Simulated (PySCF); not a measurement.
Spinor energies of In¹³⁺ (indium, charge +13)

Start: [Kr]. Calculated with PySCF 2.14 in an uncontracted even-tempered set (18 s from 0.58 bohr⁻², ratio 2.8; 14 p from 0.75 bohr⁻², ratio 2.8; 9 d from 1.3 bohr⁻², ratio 2.8; 4 f from 5.9 bohr⁻², ratio 3): generalised Hartree-Fock with the X2C-1e Hamiltonian and a Gaussian nucleus; spin-orbit coupling (SO) screened by Boettger's factors.

| spinor shell | electrons | ε, screened SO (eV) | weight of nominal j (screened SO) | rms radius, screened SO (bohr) |
| --- | --- | --- | --- | --- |
| 1s1/2 | 2 | -28376.2 | 1.000 | 0.0340 |
| 2s1/2 | 2 | -4592.6 | 1.000 | 0.139 |
| 2p1/2 | 2 | -4292.7 | 1.000 | 0.120 |
| 2p3/2 | 4 | -4079.5 | 1.000 | 0.125 |
| 3s1/2 | 2 | -1141.7 | 1.000 | 0.370 |
| 3p1/2 | 2 | -1019.4 | 1.000 | 0.363 |
| 3p3/2 | 4 | -979.01 | 1.000 | 0.374 |
| 3d3/2 | 4 | -764.73 | 1.000 | 0.347 |
| 4s1/2 | 2 | -398.71 | 1.000 | 0.840 |
| 4p1/2 | 2 | -350.74 | 1.000 | 0.866 |
| 4p3/2 | 4 | -341.89 | 1.000 | 0.885 |

Question: Where does 3d5/2 lie, and what is the 3d spin-orbit splitting (screened SO)?

Answer: At -756.58 eV, 8.150 eV above 3d3/2.

| quantity | screened SO |
| --- | --- |
| E (hartree) | -5822.65647 |
| M_J | 0 |
| ⟨J²⟩ | 0.000 |
| ⟨L²⟩ | 0.014 |
| ⟨S²⟩ | 0.014 |

Breit and QED terms are absent; they matter most for the inner s and p1/2 levels.

Densities and radii are taken from the X2C orbitals without a picture-change correction, which distorts them close to the nucleus.
